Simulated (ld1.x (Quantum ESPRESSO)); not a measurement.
# Reading a pseudo-wave (Cl)

Columns: radius, all-electron u(r) and pseudo u(r) of the 3p shell (level -19.43 eV) of chlorine in the configuration [Ne] 3s2 3p4; PBE, scalar-relativistic, ultrasoft scheme, ld1.x (Quantum ESPRESSO) 7.5.

| r (bohr) | all-electron | pseudo |
| --- | --- | --- |
| 0.072 | 0.1353 | -0.0078 |
| 0.145 | 0.3041 | -0.0311 |
| 0.217 | 0.3814 | -0.0681 |
| 0.290 | 0.3682 | -0.1182 |
| 0.362 | 0.2905 | -0.1774 |
| 0.435 | 0.1731 | -0.2447 |
| 0.507 | 0.0396 | -0.3154 |
| 0.580 | -0.0992 | -0.3885 |
| 0.652 | -0.2303 | -0.4592 |
| 0.725 | -0.3520 | -0.5272 |
| 0.798 | -0.4593 | -0.5896 |
| 0.870 | -0.5503 | -0.6442 |
| 0.942 | -0.6265 | -0.6913 |
| 1.015 | -0.6892 | -0.7308 |
| 1.088 | -0.7377 | -0.7623 |
| 1.160 | -0.7728 | -0.7858 |
| 1.232 | -0.7968 | -0.8024 |
| 1.305 | -0.8109 | -0.8125 |
| 1.378 | -0.8161 | -0.8162 |
| 1.450 | -0.8138 | -0.8138 |
| 1.522 | -0.8055 | -0.8055 |
| 1.595 | -0.7918 | -0.7918 |
| 1.668 | -0.7739 | -0.7739 |
| 1.740 | -0.7529 | -0.7529 |
| 1.812 | -0.7294 | -0.7294 |
| 1.885 | -0.7037 | -0.7037 |

(1) How many radial nodes do the two functions have?

(2) At about which radius was the pseudo-wave matched?

(3) Where does each function peak?

(4) Is the pseudo-wave norm-conserving?

Answers

(1) The all-electron 3p function has n − l − 1 = 1; the pseudo-wave has 0, since the states of the same l below it are removed with the core.

(2) 1.45 bohr, where the columns begin to agree (steps of 0.07 bohr).

(3) Outermost all-electron maximum near 1.38 bohr, pseudo maximum near 1.38 bohr (to the table’s step).

(4) No, it belongs to an ultrasoft set: the norm inside the radius is not constrained, and the difference is carried by the augmentation charge.
